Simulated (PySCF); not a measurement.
Molfile (atoms numbered from 1):
```
C6H6O3
     RDKit          3D

 15 15  0  0  0  0  0  0  0  0999 V2000
   -2.8434    0.2566   -0.1945 C   0  0  0  0  0  0  0  0  0  0  0  0
   -1.4401    0.4656   -0.2201 O   0  0  0  0  0  0  0  0  0  0  0  0
   -0.6899   -0.5708    0.1854 C   0  0  0  0  0  0  0  0  0  0  0  0
   -1.1516   -1.6220    0.5565 O   0  0  0  0  0  0  0  0  0  0  0  0
    0.7417   -0.2630    0.1201 C   0  0  0  0  0  0  0  0  0  0  0  0
    1.3707    0.9445   -0.3021 C   0  0  0  0  0  0  0  0  0  0  0  0
    2.7040    0.7266   -0.1736 C   0  0  0  0  0  0  0  0  0  0  0  0
    2.9429   -0.5149    0.2915 O   0  0  0  0  0  0  0  0  0  0  0  0
    1.7644   -1.1087    0.4672 C   0  0  0  0  0  0  0  0  0  0  0  0
   -3.2956    1.1793   -0.5491 H   0  0  0  0  0  0  0  0  0  0  0  0
   -3.1755    0.0311    0.8212 H   0  0  0  0  0  0  0  0  0  0  0  0
   -3.1132   -0.5791   -0.8439 H   0  0  0  0  0  0  0  0  0  0  0  0
    0.8784    1.8292   -0.6464 H   0  0  0  0  0  0  0  0  0  0  0  0
    3.5548    1.3486   -0.3693 H   0  0  0  0  0  0  0  0  0  0  0  0
    1.7480   -2.1152    0.8351 H   0  0  0  0  0  0  0  0  0  0  0  0
  1  2  1  0
  2  3  1  0
  3  4  2  0
  3  5  1  0
  5  6  1  0
  6  7  2  0
  7  8  1  0
  8  9  1  0
  9  5  2  0
  1 10  1  0
  1 11  1  0
  1 12  1  0
  6 13  1  0
  7 14  1  0
  9 15  1  0
M  END
```

PySCF calculation with geometry from GFN2-xTB and PBE0/pcSseg-1 with gauge-including orbitals; one computed conformer, no solvent, non-relativistic, fast rotation and ring inversion assumed for equivalent nuclei.

**Question.** Predict the 2D correlation tables (HSQC, COSY, HMBC).

**Answer.** 

HSQC (one-bond C–H):
| δH | δC |
| --- | --- |
| 8.27 (H15) | 154.7 (C9) |
| 7.45 (H14) | 147.3 (C7) |
| 7.03 (H13) | 118.6 (C6) |
| 4.07 (H10/H11/H12) | 53.7 (C1) |

COSY cross peaks (H two or three bonds apart, from the bond graph; peaks can be absent where the dihedral angle is near 90°):
| δH | δH |
| --- | --- |
| 7.45 (H14) | 7.03 (H13) |

HMBC (two and three bonds, from the bond graph):
| δH | δC |
| --- | --- |
| 8.27 (H15) | 169.8 (C3), 147.3 (C7), 126.9 (C5), 118.6 (C6) |
| 7.45 (H14) | 154.7 (C9), 126.9 (C5), 118.6 (C6) |
| 7.03 (H13) | 169.8 (C3), 154.7 (C9), 147.3 (C7), 126.9 (C5) |
| 4.07 (H10/H11/H12) | 169.8 (C3) |

Chemical shifts δ = σref − σ; $^{1}$H (31.72 ppm) and $^{13}$C (186.93 ppm) vs TMS, all at this level.

Shifts are as computed. Against solution values, carbons near 30 ppm lie about +3 ppm off and those near 130 ppm about +5 ppm. Of 1211 compounds with measured shifts, 218 miss one by over three times the rms of a fit or turn the order of signals round; such compounds aren't used in these exercises.
